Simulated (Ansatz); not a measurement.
A structure relaxed at PBE0-D4/def2-TZVP, charge 0, multiplicity 1:

```json
{"atom": "Cl1", "x (Å)": "1.576", "y (Å)": "-1.751", "z (Å)": "-2.151"}
{"atom": "Si2", "x (Å)": "0.285", "y (Å)": "-0.196", "z (Å)": "-1.738"}
{"atom": "Si3", "x (Å)": "0.521", "y (Å)": "0.328", "z (Å)": "0.521"}
{"atom": "C4", "x (Å)": "-0.814", "y (Å)": "-0.011", "z (Å)": "1.699"}
{"atom": "O5", "x (Å)": "-0.656", "y (Å)": "1.336", "z (Å)": "1.152"}
{"atom": "H6", "x (Å)": "0.640", "y (Å)": "0.938", "z (Å)": "-2.627"}
{"atom": "H7", "x (Å)": "-1.101", "y (Å)": "-0.640", "z (Å)": "-2.022"}
{"atom": "H8", "x (Å)": "1.906", "y (Å)": "0.552", "z (Å)": "1.000"}
{"atom": "H9", "x (Å)": "-1.741", "y (Å)": "-0.494", "z (Å)": "1.398"}
{"atom": "H10", "x (Å)": "-0.615", "y (Å)": "-0.063", "z (Å)": "2.768"}
```

(1) Give its formula and SMILES.

(2) Summarise the bond lengths by kind.

## Answers

(1) CH5ClOSi2, `Cl[SiH2][SiH]1CO1`.

(2) 1 × Cl–Si 2.063 Å; 1 × Si–Si 2.331 Å; 3 × H–Si 1.483 to 1.484 Å; 1 × C–Si 1.813 Å; 1 × O–Si 1.674 Å; 1 × C–O 1.462 Å; 2 × C–H 1.088 Å.

Results of the Gaussian-basis code of Ansatz.
